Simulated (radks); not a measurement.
Problem. Species: Sm4+. Configuration: [Xe] 4f4 (the NIST ground configuration). Calculated with a radial shooting solver on a logarithmic mesh with Libxc functionals: Dirac Kohn-Sham, exchange-only PBE, spin-unpolarised, spherical densities, finite nucleus; open shells fill j = l - 1/2 first; Fermi nuclear charge, rms radius 5.0819 fm. Some entries of the table are withheld. Estimate them.

orbital,occ.,eigenvalue (hartree),<r> (bohr)
1s1/2,2,-1715.355,0.02274
2s1/2,2,-281.7510,0.09650
2p1/2,2,-267.1682,0.08074
2p3/2,4,-245.0161,0.08736
3s1/2,2,-63.24424,0.2546
3p1/2,2,-56.96639,0.2442
3p3/2,4,-52.48280,0.2570
3d3/2,4,-41.58784,0.2287
3d5/2,6,-40.61447,0.2327
4s1/2,2,(1),0.5772
4p1/2,2,-11.65299,0.5907
4p3/2,4,-10.65701,0.6190
4d3/2,4,-6.67958,(2)
4d5/2,6,-6.49967,(3)
5s1/2,2,-3.14394,1.345
5p1/2,2,(4),1.478
5p3/2,4,(5),1.552
4f5/2,4,-1.85867,0.8455
4f7/2,0,-1.83457,0.8533

Solution. 
(1) 4s1/2 eigenvalue (hartree): -14.06527
(2) 4d3/2 <r> (bohr): 0.6578
(3) 4d5/2 <r> (bohr): 0.6676
(4) 5p1/2 eigenvalue (hartree): -2.44504
(5) 5p3/2 eigenvalue (hartree): -2.28629
